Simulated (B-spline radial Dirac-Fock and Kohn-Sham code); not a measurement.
# Binding energies of Te⁹⁺ at several levels of theory

System: the Te⁹⁺ ion in the configuration [Kr] 4d7.

The density-functional columns are spherical, spin-unpolarised Dirac-Kohn-Sham results without Breit or QED terms: −ε is minus the orbital energy of the initial state and ΔSCF the difference of two total energies. The reference in the last column comes from ΔSCF Dirac-Fock with Breit, self-energy and vacuum polarisation, finite nucleus, configuration average. All numbers are from a B-spline atomic structure program, in eV; a selection of levels is shown. The Kohn-Sham columns are given as differences from the reference. For the 1s level of heavy atoms much of the gap between ΔSCF and the reference is the Breit and QED part, -109.2 eV here; for other levels the error of the functional can be larger.

```csv
level,LDA −ε − DF,LDA ΔSCF − DF,Dirac-Fock
K (1s),-260.1,+99.1,31986.7
L1 (2s),-121.0,-51.9,5119.2
L2 (2p1/2),-91.3,-6.6,4786.9
L3 (2p3/2),-94.5,-14.9,4516.0
M1 (3s),-62.1,-35.3,1179.4
M2 (3p1/2),-50.2,-22.5,1042.9
M3 (3p3/2),-49.6,-22.8,991.0
M5 (3d5/2),-31.6,-2.6,741.9
N1 (4s),-25.3,-11.5,335.1
N2 (4p1/2),-18.6,-5.1,284.5
N3 (4p3/2),-18.6,-5.5,274.0
"N4,5 (4d)",-10.7,+1.5,193.1
```

Values without a named source are computed, but for edge energies of neutral atoms, which are taken from tables.
